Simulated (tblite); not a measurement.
A tight-binding relaxation on `CB[C@@H]1CCO1`.

Computed with GFN2-xTB geometry optimisation, gas phase (tblite 0.8.0). Start geometry: from a force field or distance geometry. A driver script takes a list of jobs; this job's settings line and coordinates (Å) are shown.

Command:
```bash
OMP_NUM_THREADS=1 python probes_run.py task.json out
```

Input:
```
{"job": {"kind": "relax", "xc": "GFN2-xTB", "basis": "xTB"}, "charge": 0, "multiplicity": 1}
C      2.374000    -0.203100     0.153400
B      1.109500     0.588200    -0.462900
C     -0.318200     0.449800     0.205700
C     -1.031000    -0.846900    -0.025300
C     -2.205200     0.115100     0.062100
O     -1.354000     1.045400    -0.560400
H      2.518200    -1.116400    -0.456000
H      2.200900    -0.416900     1.223700
H      3.289500     0.414300    -0.009300
H      1.355400     1.662900    -0.888500
H     -0.406100     0.823400     1.235400
H     -1.061300    -1.544600     0.839400
H     -0.986900    -1.291600    -1.009400
H     -3.083800    -0.168700    -0.531700
H     -2.405600     0.497100     1.093400
```

Output:
```
step      E/eV     max force
  0    -499.60463    4.039
  1    -500.03885    1.906
  2    -500.25875    0.997
  3    -500.40714    0.726
  4    -500.46349    0.596
  5    -500.50913    0.502
  6    -500.53971    0.493
  7    -500.57391    0.558
  8    -500.59698    0.430
  9    -500.61468    0.361
... (82 lines left out)
 92    -500.82152    0.042
 93    -500.82182    0.031
 94    -500.82204    0.034
 95    -500.82211    0.022
 96    -500.82217    0.016
 97    -500.82222    0.026
 98    -500.82226    0.024
 99    -500.82229    0.016
100    -500.82232    0.010
101    -500.82234    0.010
```

«max force» is the largest atomic force in eV/Å.

Question: From which step on does the largest force stay under 0.1 eV/Å, and how much energy is left to gain from there?

Answer: From step 34 (0.079 eV/Å), 23.5 meV above the end.

Main results: energy lowered by 28.1 kcal/mol over 101 steps; largest atomic force 0.010 eV/Å at the end.

Hardware: Arm Neoverse N1, one thread, no GPU, shared host with 64 logical CPUs at a one-minute load of 62. Cost: 0.79 s.
Labels such as C1 count atoms from 1, the log's own numbers from 0.
